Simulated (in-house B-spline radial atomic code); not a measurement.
## LDA exchange-only excitations of Bi5+

Method: LDA exchange-only. Computed with an all-electron radial atomic-structure program (B-spline basis): linear response of the closed shell [Xe] 4f14 5d10 with the functional's adiabatic kernel; scalar-relativistic (spin-free one-electron X2C), finite nucleus, no spin-orbit coupling, no double excitations, S, P, D and F terms only; shells from n = 3 respond. Only terms of natural parity with L up to 3 were computed.

Spin-orbit coupling is strong here, so these LS terms don't match observed levels.

Command:
```bash
python run_td.py task.json out
```
Settings (radii: box in bohr, nucleus in fm):
```
Z                        83
electrons                78
configuration            [Xe] 4f14 5d10
hamiltonian              x2c
method                   lda,
box_radius               16.35
rms_radius               5.5211
intervals                70
```

Run time, properties included: 8.5 s on 1 thread of Arm Neoverse N1, with other jobs on the host.

The lowest states, in the order of their Tamm-Dancoff energies; the method's threshold (minus the highest occupied level) is 78.99 eV. Labels give the largest channel, * marks a mixed state, and oscillator strengths are full-response dipole values. Semilocal kernels can invert the small singlet-triplet splittings of Rydberg terms. Energies in eV:

```tsv
state	full response	Tamm-Dancoff	oscillator strength
5d → 6s 3D	17.180	17.206	-
5d → 6s 1D	18.405	18.452	-
5d → 6p 3P	31.20	31.24	-
5d → 6p 3F	31.56	31.58	-
5d → 6p 1F	32.19	32.19	-
5d → 6p 1P	33.25	33.36	1.11
5d → 6d 3S	47.44	47.47	-
5d → 6d 3D	?	?	-
5d → 6d 1D	48.77	48.79	-
5d → 5f 3P	?	?	-
```

(1) Where does 5d → 5f 3P lie?

(2) Where does 5d → 6d 3D lie?

(3) How large is the singlet-triplet splitting of 5d → 6s (D terms) in Tamm-Dancoff?

(4) What polarisabilities and dispersion coefficient does the method give?

## Answers

(1) At 49.39 eV in full response, 49.43 eV in Tamm-Dancoff.

(2) At 48.32 eV in full response, 48.33 eV in Tamm-Dancoff.

(3) 1.25 eV, from the unrounded values.

(4) Dipole 2.968 bohr³, quadrupole 7.376 bohr⁵, C6 14.41 hartree·bohr⁶ for two such species.
